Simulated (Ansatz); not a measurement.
Basis-set extrapolation for C$_{2}$H$_{4}$AlFO (`[OH][AlH]/[CH]=C/F`) (PBE0-D4/def2-TZVP geometry, frozen core, Ansatz 0.2.0). Multiplicity 1, RHF reference.

|  | def2-TZVPP | def2-QZVPP |
| --- | --- | --- |
| HF | -494.437407 | -494.456224 |
| MP2 correlation | -0.882736 | -0.953396 |
| CCSD(T) correlation | -0.942083 | not run |

Energies in hartree. Use E(X) = E(∞) + A·exp(−7.88·√X) for Hartree–Fock and E(X) = E(∞) + B·X^(−2.97) for correlation, with X = 3 and 4, and add CCSD(T) minus MP2 of the smaller set to the MP2 limit.

What is the CCSD(T) energy at the basis-set limit?

HF limit: -494.456224 + (-0.018817) × 0.13774 = -494.45882. MP2 limit: -0.953396 + (-0.070660) × 0.74074 = -1.00574. Higher-order term: -0.942083 − (-0.882736) = -0.05935. Total: -495.52391 hartree, 90.6 kcal/mol below CCSD(T)/def2-TZVPP.
